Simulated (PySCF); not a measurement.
**Question.** What does the PBE0-D3(BJ)/def2-SVP structure of `N#C/C=N\[SiH2][SeH]` look like in three dimensions?

**Answer.** 
```
atom  x, y, z in Å
N1     2.1224   -1.0804    2.0012
C2     1.8850   -0.4360    1.0679
C3     1.5732    0.3741   -0.0999
N4     0.4625    0.3809   -0.7011
Si5   -1.0291   -0.4885   -0.3581
Se6   -2.5559    1.0409    0.3306
H7     2.4063    1.0147   -0.4407
H8    -0.9350   -1.4804    0.7537
H9    -1.4043   -1.1371   -1.6416
H10   -2.4746    1.7906   -0.9334
```

Orientation and origin are arbitrary. Atoms count from 1 in this order. The 2 C–N bonds span 1.159 Å (N1≡C2, drawn triple) to 1.263 Å (C3=N4, drawn double), a spread of 0.104 Å. Se6 (selenium bonded to Si and H) is bent (angle 92.6°). Si5 (SiH2 silicon) is distorted tetrahedral (angles from 105.1° to 114.8°). Of the pairs four or more bonds apart, C2···H8 is among the closest relative to their van der Waals radii: 3.02 Å, 104 % of the sum of Bondi's values.

Bonds between heavy atoms (Å): N1≡C2 1.159, C2–C3 1.455, C3=N4 1.263, N4–Si5 1.760, Si5–Se6 2.268.

Theory: PySCF 2.14.0, PBE0-D3(BJ)/def2-SVP geometry optimisation, gas phase.

Point group: C1 (no symmetry element, even within 0.4 Å). Stationary, but not proved a minimum. One conformer, not necessarily the lowest (C3–N4–Si5–Se6 111°, N4–Si5–Se6–H 60°).
